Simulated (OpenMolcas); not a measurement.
**Re4+ in a point-charge field**

Re4+ among 8 point charges of -1.2 e arranged as a cube (Oh), 2.13 Å from the ion.
```
   1.2298    1.2298    1.2298  -1.20
   1.2298    1.2298   -1.2298  -1.20
   1.2298   -1.2298    1.2298  -1.20
   1.2298   -1.2298   -1.2298  -1.20
  -1.2298    1.2298    1.2298  -1.20
  -1.2298    1.2298   -1.2298  -1.20
  -1.2298   -1.2298    1.2298  -1.20
  -1.2298   -1.2298   -1.2298  -1.20
```

```
Program             : OpenMolcas 26.06
Method              : SS-CASPT2, IPEA 0.25 Eh, imaginary shift 0.1 Eh (closed shells correlated: 5s 5p)
Basis               : ANO-RCC-VTZP [8s7p5d3f2g1h]
Scalar Hamiltonian  : DKH2, point nucleus
Active space        : 3 electrons in 5 orbitals (5d)
State averaging     : 2S+1 = 4 even, 10 roots; 2S+1 = 2 even, 40 roots
Spin-orbit coupling : RASSI with atomic mean-field integrals over the reference wave functions
```

The lowest spin-free states (labels of O, the rotations of Oh), above the lowest:

```json
{"State": "4T1", "Degeneracy": "3", "E (cm-1)": "0", "Free-ion L (%)": "F (98)"}
{"State": "4T2", "Degeneracy": "3", "E (cm-1)": "4520", "Free-ion L (%)": "F (100)"}
{"State": "2E", "Degeneracy": "2", "E (cm-1)": "9660", "Free-ion L (%)": "G (56)"}
{"State": "4A2", "Degeneracy": "1", "E (cm-1)": "9800", "Free-ion L (%)": "F (100)"}
{"State": "2T2", "Degeneracy": "3", "E (cm-1)": "12590", "Free-ion L (%)": "G (83)"}
{"State": "2T1", "Degeneracy": "3", "E (cm-1)": "12960", "Free-ion L (%)": "G (68)"}
{"State": "4T1", "Degeneracy": "3", "E (cm-1)": "14430", "Free-ion L (%)": "P (98)"}
{"State": "2T1", "Degeneracy": "3", "E (cm-1)": "14870", "Free-ion L (%)": "P (67)"}
{"State": "2A1", "Degeneracy": "1", "E (cm-1)": "16020", "Free-ion L (%)": "G (100)"}
{"State": "2T2", "Degeneracy": "3", "E (cm-1)": "18340", "Free-ion L (%)": "H (67)"}
{"State": "2T1", "Degeneracy": "3", "E (cm-1)": "19310", "Free-ion L (%)": "H (77)"}
{"State": "2E", "Degeneracy": "2", "E (cm-1)": "20770", "Free-ion L (%)": "H (67)"}
{"State": "2T2", "Degeneracy": "3", "E (cm-1)": "22220", "Free-ion L (%)": "D (71)"}
{"State": "2E", "Degeneracy": "2", "E (cm-1)": "23000", "Free-ion L (%)": "D (56)"}
{"State": "2T1", "Degeneracy": "3", "E (cm-1)": "23120", "Free-ion L (%)": "H (60)"}
{"State": "2T2", "Degeneracy": "3", "E (cm-1)": "28810", "Free-ion L (%)": "F (96)"}
{"State": "2T1", "Degeneracy": "3", "E (cm-1)": "29550", "Free-ion L (%)": "F (91)"}
{"State": "2A2", "Degeneracy": "1", "E (cm-1)": "30440", "Free-ion L (%)": "F (100)"}
{"State": "2T2", "Degeneracy": "3", "E (cm-1)": "46060", "Free-ion L (%)": "D (95)"}
{"State": "2E", "Degeneracy": "2", "E (cm-1)": "46420", "Free-ion L (%)": "D (100)"}
```

The lowest levels with spin-orbit coupling:

```
E (cm-1)  Degeneracy  Label      2S+1               g
       0           4     Γ8  4 (86 %)                
    3850           2     Γ7         4  1.95 1.95 1.95
    6020           4     Γ8         4                
    9490           4     Γ8  4 (83 %)                
    9560           2     Γ6  4 (89 %)  1.11 1.11 1.11
   10070           2     Γ7  4 (83 %)  3.65 3.65 3.65
   11860           4     Γ8  4 (51 %)                
   11950           2     Γ6  4 (69 %)  0.67 0.67 0.67
   14450           4     Γ8  4 (50 %)                
   15240           4     Γ8  2 (53 %)                
   15630           2     Γ6  4 (51 %)  2.07 2.07 2.07
   18920           4     Γ8  4 (51 %)                
   19000           2     Γ7  2 (83 %)  2.65 2.65 2.65
   19740           2     Γ6  2 (69 %)  0.29 0.29 0.29
   20750           4     Γ8  2 (66 %)                
   22030           2     Γ6  2 (68 %)  1.21 1.21 1.21
   22740           2     Γ7  4 (89 %)  2.54 2.54 2.54
   22800           4     Γ8  4 (86 %)                
   23650           4     Γ8  2 (75 %)                
   25840           2     Γ6  2 (78 %)  1.41 1.41 1.41
```

Powder χT (cm3 K/mol): 0.0947 at 2 K, 0.0957 at 10 K, 0.1 at 50 K, 0.106 at 100 K, 0.118 at 200 K, 0.13 at 300 K. The effective moment at 300 K is 2.828 √(χT) = 1.02 μB.

Roots that are degenerate in the reference are averaged as groups; the widest CASPT2 spread within a group is 130 cm-1 (the 3-fold group of multiplicity 4 near 14400 cm-1 above the lowest state of its run). Shifts and gaps below about the spread of the groups concerned are not significant. Spin-orbit coupling mixes the spin-free states strongly: the lowest level takes only 63 % from its leading state, 4T1. Point charges give a weaker field than real ligands, and real ions of this kind are as a rule low spin; the high spin found here belongs to the model. Free-ion shares, where given, are those of the reference states; single-state CASPT2 does not remix them. Point charges carry no covalency, so the field is a model and not that of real ligands. No measured value stands beside these numbers.
